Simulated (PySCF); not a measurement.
# ethyldifluoroborane: 4 charge schemes on one density

Ethyldifluoroborane, C2H5BF2.
SMILES with atom numbers: `[CH3:1][CH2:2][B:3]([F:4])[F:5]` (hydrogens: H6, H7, H8 on C1; H9, H10 on C2)

Geometry (PBE0-D3(BJ)/def2-SVP, Å), atoms numbered from 1 in this order:
```xyz
10
C2H5BF2 angstrom
C     -1.198    0.087   -0.060
C      0.200   -0.432   -0.364
B      1.357    0.265    0.417
F      1.167    1.361    1.131
F      2.594   -0.201    0.392
H     -1.473   -0.095    0.991
H     -1.961   -0.396   -0.689
H     -1.269    1.173   -0.225
H      0.444   -0.309   -1.438
H      0.280   -1.520   -0.196
```

Density: PBE0/pcSseg-1 (PySCF); schemes: Mulliken, IAO, Hirshfeld and ESP-fitted. One conformer (not necessarily the lowest) at the PBE0-D3(BJ)/def2-SVP geometry, without solvent, vibrations or thermal averaging.

Tabulate the Mulliken, IAO, Hirshfeld and ESP-fitted charges.

In e:

```json
{"atom": "C1", "environment": "methyl carbon", "Mulliken": "-0.294", "IAO": "-0.400", "Hirshfeld": "-0.115", "ESP-fitted": "-0.174"}
{"atom": "C2", "environment": "sp3 carbon bound to boron", "Mulliken": "-0.532", "IAO": "-0.456", "Hirshfeld": "-0.145", "ESP-fitted": "-0.121"}
{"atom": "B3", "environment": "three-coordinate boron", "Mulliken": "+0.748", "IAO": "+0.742", "Hirshfeld": "+0.321", "ESP-fitted": "+0.725"}
{"atom": "F4", "environment": "boron-bound fluorine", "Mulliken": "-0.292", "IAO": "-0.315", "Hirshfeld": "-0.138", "ESP-fitted": "-0.306"}
{"atom": "F5", "environment": "boron-bound fluorine", "Mulliken": "-0.289", "IAO": "-0.317", "Hirshfeld": "-0.145", "ESP-fitted": "-0.333"}
{"atom": "H6", "environment": "methyl hydrogen", "Mulliken": "+0.119", "IAO": "+0.139", "Hirshfeld": "+0.040", "ESP-fitted": "+0.045"}
{"atom": "H7", "environment": "methyl hydrogen", "Mulliken": "+0.120", "IAO": "+0.140", "Hirshfeld": "+0.041", "ESP-fitted": "+0.060"}
{"atom": "H8", "environment": "methyl hydrogen", "Mulliken": "+0.121", "IAO": "+0.141", "Hirshfeld": "+0.040", "ESP-fitted": "+0.042"}
{"atom": "H9", "environment": "methylene hydrogen", "Mulliken": "+0.151", "IAO": "+0.165", "Hirshfeld": "+0.052", "ESP-fitted": "+0.035"}
{"atom": "H10", "environment": "methylene hydrogen", "Mulliken": "+0.148", "IAO": "+0.162", "Hirshfeld": "+0.049", "ESP-fitted": "+0.026"}
```

Mean size of the charges over all atoms: IAO 0.298 e, Mulliken 0.282 e, ESP-fitted 0.187 e, Hirshfeld 0.108 e. Each set sums to the total charge, 0, to within 0.001 e. The Hirshfeld scheme divides the density at each point in proportion to the densities of the neutral, spherically averaged free atoms.

Lowest charge. The schemes don't all agree: Mulliken C2 (-0.532); IAO C2 (-0.456); Hirshfeld C2 and F5 (-0.145); ESP-fitted F5 (-0.333).

Highest charge. All schemes agree: Mulliken B3 (+0.748); IAO B3 (+0.742); Hirshfeld B3 (+0.321); ESP-fitted B3 (+0.725).

How many electrons does the IAO scheme count on F4?

Z − q = 9 − (-0.315) = 9.315.

How closely do the schemes follow one another over all atoms?

Correlation coefficient and root-mean-square difference: Mulliken with IAO 0.99, 0.045 e; IAO with Hirshfeld 0.99, 0.217 e; Mulliken with Hirshfeld 0.98, 0.212 e; Hirshfeld with ESP-fitted 0.96, 0.152 e; IAO with ESP-fitted 0.91, 0.150 e; Mulliken with ESP-fitted 0.90, 0.152 e.

Sum the charges by element, for elements with more than one atom.

| element | atoms | Mulliken | IAO | Hirshfeld | ESP-fitted |
| --- | --- | --- | --- | --- | --- |
| C | 2 | -0.827 | -0.856 | -0.260 | -0.295 |
| F | 2 | -0.581 | -0.632 | -0.282 | -0.639 |
| H | 5 | +0.660 | +0.746 | +0.221 | +0.208 |
